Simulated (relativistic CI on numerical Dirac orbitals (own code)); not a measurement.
# Re LXIX: computed level list

Calculated at this level of theory: Dirac-Coulomb-Breit CI, KLI orbitals optimised for each configuration, model QED (radiative potential, 1s self-energy scaled to tabulated hydrogen-like ionisation energies), unscaled Slater integrals (own radial code, finite nucleus).

Configuration list (outside the closed core 1s2): 2s2 2p3, 2s 2p4, 2p5, 2p4 3s, 2p4 3p, 2s2 2p2 3s, 2p4 3d, 2s2 2p2 3p, 2s2 2p2 3d, 2s 2p3 3s, 2s 2p3 3p, 2s 2p3 3d, 2s2 2p2 4s, 2s2 2p2 4p, 2s2 2p2 4d, 2s2 2p2 4f, 2s2 2p 3s2, 2s 2p3 4s, 2s2 2p 3s 3p, 2s 2p3 4p, 2s2 2p2 5s, 2s2 2p 3s 3d, 2s 2p3 4d, 2s 2p3 4f, 2s2 2p 3p2, 2s2 2p2 5p, 2s2 2p2 5d, 2s2 2p2 5f, 2s2 2p2 5g, 2s2 2p 3p 3d, 2s 2p2 3s2, 2s2 2p 3d2, 2s 2p2 3s 3p, 2s 2p2 3s 3d, 2s 2p2 3p2, 2s 2p2 3p 3d. Levels of other configurations are missing.

The lowest level is 2s2 2p3 2P°_3/2, with 49 % of that term; Hund's rules for 2s2 2p3 give 4S° with J = 3/2, of which the calculation keeps J, while another term leads.

| No. | Configuration | Term | J | E (Ry) | % | Lifetime (s) | jj configuration (%) |
| --- | --- | --- | --- | --- | --- | --- | --- |
| 1 | 2s2 2p3 | 2P° | 3/2 | 0.000 | 49 |  | 2p3/2 (100) |
| 2 | 2s2 2p3 | 4S° | 3/2 | 108.671 | 55 | 3.35e-11 | 2p1/2 2p3/2^2 (100) |
| 3 | 2s2 2p3 | 2D° | 5/2 | 110.385 | 100 | 1.95e-10 | 2p1/2 2p3/2^2 (100) |
| 4 | 2s2 2p3 | 2P° | 1/2 | 114.358 | 100 | 6.03e-11 | 2p1/2 2p3/2^2 (100) |
| 5 | 2s 2p4(3P) | 4P | 5/2 | 134.758 | 70 | 2.95e-13 | 2s 2p3/2^2 (100) |
| 6 | 2s 2p4(1S) | 2S | 1/2 | 142.775 | 65 | 8.07e-14 | 2s 2p3/2^2 (100) |
| 7 | 2s 2p4(3P) | 2P | 3/2 | 142.885 | 52 | 4.34e-14 | 2s 2p3/2^2 (100) |
| 8 | 2s2 2p3 | 2P° | 3/2 | 223.287 | 51 | 9.44e-12 | 2p3/2^3 (99) |
| 9 | 2s 2p4(3P) | 4P | 3/2 | 245.531 | 85 | 8.95e-14 | 2s 2p1/2 2p3/2^3 (100) |
| 10 | 2s 2p4(1D) | 2D | 5/2 | 248.613 | 70 | 8.93e-14 | 2s 2p1/2 2p3/2^3 (100) |
| 11 | 2s 2p4(3P) | 2P | 1/2 | 253.572 | 65 | 3.57e-14 | 2s 2p1/2 2p3/2^3 (100) |
| 12 | 2s 2p4(1D) | 2D | 3/2 | 254.169 | 55 | 3.60e-14 | 2s 2p1/2 2p3/2^3 (100) |
| 13 | 2p5 | 2P° | 3/2 | 282.996 | 99 | 2.97e-14 | 2p3/2^3 (99) |
| 14 | 2s 2p4(3P) | 4P | 1/2 | 363.647 | 40 | 4.21e-14 | 2s 2p3/2^4 (100) |
| 15 | 2p5 | 2P° | 1/2 | 393.942 | 100 | 2.20e-14 | 2p1/2 2p3/2^4 (100) |
| 16 | 2p2(3P) 3s | 4P | 1/2 | 664.933 | 46 | 4.07e-15 | 2p1/2^2 3s (100) |
| 17 | 2p2(1S) 3p | 2P° | 1/2 | 672.837 | 47 | 3.12e-13 | 2p1/2^2 3p1/2 (100) |
| 18 | 2p2(1S) 3p | 2P° | 3/2 | 706.089 | 35 | 2.79e-13 | 2p1/2^2 3p3/2 (100) |
| 19 | 2p2(1S) 3d | 2D | 3/2 | 712.809 | 43 | 3.63e-15 | 2p1/2^2 3d3/2 (100) |
| 20 | 2p2(1S) 3d | 2D | 5/2 | 721.997 | 36 | 6.48e-16 | 2p1/2^2 3d5/2 (100) |
| 21 | 2p2(3P) 3s | 4P | 3/2 | 774.793 | 88 | 6.28e-15 | 2p1/2 2p3/2 3s (100) |
| 22 | 2p2(3P) 3s | 2P | 1/2 | 775.581 | 67 | 2.89e-15 | 2p1/2 2p3/2 3s (100) |
| 23 | 2p2(1D) 3s | 2D | 5/2 | 776.252 | 65 | 5.64e-15 | 2p1/2 2p3/2 3s (100) |
| 24 | 2p2(1D) 3s | 2D | 3/2 | 776.778 | 64 | 3.07e-15 | 2p1/2 2p3/2 3s (100) |
| 25 | 2p2(3P) 3p | 4P° | 1/2 | 782.595 | 49 | 4.82e-13 | 2p1/2 2p3/2 3p1/2 (100) |
| 26 | 2p2(3P) 3p | 4D° | 3/2 | 783.057 | 55 | 4.21e-13 | 2p1/2 2p3/2 3p1/2 (100) |
| 27 | 2p2(1D) 3p | 2F° | 5/2 | 784.044 | 50 | 3.23e-13 | 2p1/2 2p3/2 3p1/2 (100) |
| 28 | 2p2(1D) 3p | 2P° | 3/2 | 787.273 | 43 | 1.80e-13 | 2p1/2 2p3/2 3p1/2 (99) |
| 29 | 2s 2p3(2P°)<3P°> 3s | 4P° | 5/2 | 797.710 | 48 | 8.11e-15 | 2s 2p3/2 3s (99) |
| 30 | 2s 2p3(2P°)<3P°> 3s | 2P° | 3/2 | 799.954 | 35 | 3.45e-15 | 2s 2p3/2 3s (99) |

Energies count from the lowest computed level; ° marks odd parity; lifetimes are radiative, by E1, M1, E2, M2 decay to levels of this space only. Percentages are summed over parent terms; the parents shown are those of the largest component, closed shells are left out there, and <> holds an intermediate term. Filled j subshells are mostly left out of the jj labels.

The mean weight of the leading LS term, summed over parents, in these 30 levels is 61 %, and that of the leading jj configuration (from the same eigenvectors) 100 %, so jj coupling describes them better and the LS labels are nominal.

At this charge energies of transitions that change n are usually good to better than 1 %, and those within a shell (Δn = 0) to a few per cent.

LS names give the leading component of a level, which can be under half, so a name can repeat, a term be missing and a line seem to break the LS rules.
